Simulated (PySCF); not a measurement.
**Gas-phase thermal properties of Cu3Cl3**

Computed with PySCF (xtb for GFN2) and rigid-rotor harmonic-oscillator thermochemistry at 1 bar. Table values come from the NASA 1993 polynomials. S°(298 K) at PBE0/def2-TZVP differs from the NASA 1993 table for Cu3Cl3 (-13 J/mol/K); whether the harmonic model or the table's entry is off was not settled. 6-31G* has spherical d functions here. All species are closed-shell singlets. B3LYP is the form with VWN-RPA correlation. Cu: all electrons, no relativistic terms. The harmonic model lacks anharmonicity and excited electronic states, which grow with temperature; levels with a mode under 35 cm⁻¹ are left out. Soft modes under 120 cm⁻¹ make the harmonic entropy rough for Cu3Cl3. The table's entry may be an old estimate for Cu3Cl3 (not checked at source).

```json
[
 {"level": "table", "point group": "-", "σ": "-", "ZPE (kJ/mol)": "-", "S°298 (J/mol/K)": "429.5", "Cp298 (J/mol/K)": "124.6", "S°1000 (J/mol/K)": "586.5", "H1000 − H298 (kJ/mol)": "91.5"},
 {"level": "B3LYP/6-31G*", "point group": "D3h", "σ": "6", "ZPE (kJ/mol)": "15.6", "S°298 (J/mol/K)": "415.2", "Cp298 (J/mol/K)": "122.5", "S°1000 (J/mol/K)": "571.1", "H1000 − H298 (kJ/mol)": "91.0"},
 {"level": "GFN2-xTB", "point group": "D3h", "σ": "6", "ZPE (kJ/mol)": "11.5", "S°298 (J/mol/K)": "449.9", "Cp298 (J/mol/K)": "126.5", "S°1000 (J/mol/K)": "607.8", "H1000 − H298 (kJ/mol)": "91.9"},
 {"level": "HF/6-31G*", "point group": "D3h", "σ": "6", "ZPE (kJ/mol)": "13.7", "S°298 (J/mol/K)": "429.4", "Cp298 (J/mol/K)": "124.4", "S°1000 (J/mol/K)": "586.3", "H1000 − H298 (kJ/mol)": "91.5"},
 {"level": "PBE/def2-SVP", "point group": "D3h", "σ": "6", "ZPE (kJ/mol)": "15.0", "S°298 (J/mol/K)": "413.3", "Cp298 (J/mol/K)": "123.6", "S°1000 (J/mol/K)": "569.7", "H1000 − H298 (kJ/mol)": "91.3"},
 {"level": "PBE0/def2-TZVP", "point group": "D3h", "σ": "6", "ZPE (kJ/mol)": "14.7", "S°298 (J/mol/K)": "416.1", "Cp298 (J/mol/K)": "123.7", "S°1000 (J/mol/K)": "572.6", "H1000 − H298 (kJ/mol)": "91.3"}
]
```
σ: rotational symmetry number. Electronic degeneracy used: 1. Frequencies are unscaled.
